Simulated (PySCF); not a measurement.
Computed Raman spectrum (relative Raman activity) of a molecule C5H5FO. Coordinates come from a r2SCAN-D4/def2-SVP optimisation. One conformer was computed; it need not be the lowest. These are r2SCAN-D4/def2-SVP (PySCF) values and carry that method's errors. No scaling factor is applied to the harmonic values.

ν (cm⁻¹): 974 (vw), 1057 (vw), 1069 (vw), 1107 (vw), 1191 (vw), 1237 (vw), 1374 (vw), 1425 (w), 1633 (w), 1846 (vw), 2872 (vs), 3057 (s), 3132 (m), 3190 (s), 3222 (s) (against the strongest line: vs over 80 %, s over 45 %, m over 15 %, w over 4 %, vw less)

Task: Which molecule gave these data?
(A) O=C[C@]1(F)C=CC1
(B) O=C1CC(=CF)C1
(C) C=C1C=C(F)OC1
(D) C#C[C@H](F)C(C)=O

Result: A, O=C[C@]1(F)C=CC1
